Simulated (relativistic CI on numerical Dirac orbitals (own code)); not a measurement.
**Slater and spin-orbit integrals, Tc XXXII**

Calculated at this level of theory: Dirac-Coulomb-Breit CI, orbitals from a KLI potential per configuration, model QED, unscaled Slater integrals (own radial code, finite nucleus).

Slater integrals F^k, G^k are unscaled and averaged over j, outside the closed core [Ne]; ζ comes from projecting the Hamiltonian with its Breit term on Σ l·s of the shell.

- 3s 3p: G^1(3s,3p) = 359740, ζ(3p) = 157010 cm⁻¹; <r>(3s) = 0.358, <r^2>(3s) = 0.1457, <r>(3p) = 0.3464, <r^2>(3p) = 0.1383 (bohr units).
- 3p2: F^2(3p,3p) = 285630, ζ(3p) = 156920 cm⁻¹; <r>(3p) = 0.3468, <r^2>(3p) = 0.1386 (bohr units).
- 3s 3d: G^2(3s,3d) = 223670, ζ(3d) = 19372 cm⁻¹; <r>(3s) = 0.3582, <r^2>(3s) = 0.146, <r>(3d) = 0.3063, <r^2>(3d) = 0.1081 (bohr units).

Averages of the first 10 configurations, taken without configuration mixing, which lowers the lowest level and can move excited configurations by several eV; other configurations of the list can lie among them:

```tsv
Configuration	Parity	States	Average energy above the lowest level (eV)
3s2	even	1	3.5
3s 3p	odd	12	89.7
3p2	even	15	188.2
3s 3d	even	20	206.5
3d2	even	45	416.0
3p 3d	odd	60	299.7
3p 4s	odd	12	943.4
3d 4s	even	20	1053.5
3s 4s	even	4	849.4
3s 4p	odd	12	888.8
```
